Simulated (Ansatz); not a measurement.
C₂H₂ClFGe, SMILES `[F][Ge]1([Cl])[CH]=[CH]1`, charge 0, multiplicity 1.

Give a relaxed structure at PBE0-D4/def2-TZVP (the Gaussian-basis code of Ansatz). (An estimate is asked.)

Ansatz gave: 
Z-matrix (Å, degrees):
```
Ge
Cl 1 2.118
C 1 1.868 2 127.1
F 1 1.725 2 104.6 3 -153.1
C 1 1.868 2 127.1 3 53.9
H 3 1.085 1 156.7 2 -73.4
H 5 1.085 1 156.7 2 73.4
```
Point group Cs.
